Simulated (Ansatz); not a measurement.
C3H5 (SMILES [CH2]C=C), doublet, geometry from GFN2-xTB; R2SCAN/6-31G** run with Ansatz (a quantum-chemistry and plane-wave program).

Input for Ansatz:
Ansatz 0.2 input:
```yaml
crystal:
  periodic: [false, false, false]
  atoms:
    - {symbol: C, position_ang: [1.21930413, -0.01255927, -0.15192021]}
    - {symbol: C, position_ang: [-0.05035630, 0.42088717, 0.13622292]}
    - {symbol: H, position_ang: [1.39641854, -1.02027681, -0.48494024]}
    - {symbol: H, position_ang: [2.07179450, 0.63423331, -0.05547914]}
    - {symbol: H, position_ang: [-0.17289208, 1.44506354, 0.46770440]}
    - {symbol: C, position_ang: [-1.17491144, -0.35848292, 0.03182994]}
    - {symbol: H, position_ang: [-2.15056839, 0.02417330, 0.26857681]}
    - {symbol: H, position_ang: [-1.10897088, -1.38226320, -0.29265777]}
basis:
  gaussian:
    orbitals: 6-31G__.json
    point_charges:
      - {charge: 1.0, position_ang: [-4.0312, 0.0192, -3.2468]}
hamiltonian:
  xc: r2scan
magnetization: {spin_polarized: true, initial_magnetization: 1}
```
The basis file holds 6-31G** in the JSON format of the Basis Set Exchange.

**Question.** What does Ansatz print? Leave out banner, timings and long lists.

**Answer.** 
```
Functional definition: r2SCAN
767 factors; their error is unknown
mean field evaluation 1: about -3183.9595 eV, gradient 3.1e1 eV
mean field evaluation 2: about -3182.8101 eV, gradient 3.4e1 eV
mean field evaluation 4: about -3188.9156 eV, gradient 2.5e0 eV
mean field evaluation 8: about -3188.9593 eV, gradient 1.5e-1 eV
mean field evaluation 16: about -3188.8990 eV, gradient 6.5e-5 eV
mean field -3188.89898079 eV, -117.1898760305 hartree, gradient 6.5e-5 eV, S^2 0.797367; 0 other end points of the search recorded, 0 dependent functions left out
reference -3188.89898699 eV, -117.1898762584 hartree; 12, 11 occupied and 58, 59 virtual orbitals, 767 factors
Total energy: -3188.89898699 eV, -117.1898762584 hartree
```
